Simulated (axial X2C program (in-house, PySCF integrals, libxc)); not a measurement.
Spin–orbit effects down a group: molecules with F (ions), PBE0

Calculated with an axial X2C code built on PySCF integrals, spin-free (one-electron X2C) or two-component (2c: spin–orbit coupling with atomic mean-field Coulomb and Gaunt terms, which also bring small scalar terms), in Dyall basis sets with cores contracted in-house; open shells are unrestricted.

Basis sets: Al dyall-v3z, B dyall-v3z, F dyall-av3z, Ga dyall-cv3z, In dyall-cv3z.

| molecule | spin-free state | Re (Å) | ωe (cm⁻¹) | De (eV) | 2c state | Re 2c (Å) | ωe 2c (cm⁻¹) | De 2c (eV) |
| --- | --- | --- | --- | --- | --- | --- | --- | --- |
| BF⁺ | M_S = 1/2, Λ = 0 | 1.211 | 1702.2 | 5.58 | Ω = 1/2 | 1.211 | 1702.4 | 5.58 |
| AlF⁺ | M_S = 1/2, Λ = 0 | 1.610 | 927.3 | 3.21 | Ω = 1/2 | 1.610 | 927.4 | 3.21 |
| GaF⁺ | M_S = 1/2, Λ = 0 | 1.700 | 707.7 | 1.45 | Ω = 1/2 | 1.700 | 707.2 | 1.44 |
| InF⁺ | M_S = 1/2, Λ = 0 | 1.908 | 585.2 | 1.19 | Ω = 1/2 | 1.909 | 585.3 | 1.20 |

Fragments in 2c: F + B+, Al+ + F, Ga+ + F, In+ + F. Each entry is the lowest single determinant of a limited PBE0 search at one distance. De goes to single-determinant-based atoms at the same level (for ions the charge split of lowest energy) and is withheld (n/a) where an atom does not fit its ground term or J level. Main or longest-lived isotopes. Some light 2c atoms are not at their ground J level, so De misses part of their lowering (0.04 eV or less). The functionals have no current term, which raises determinants with orbital currents.
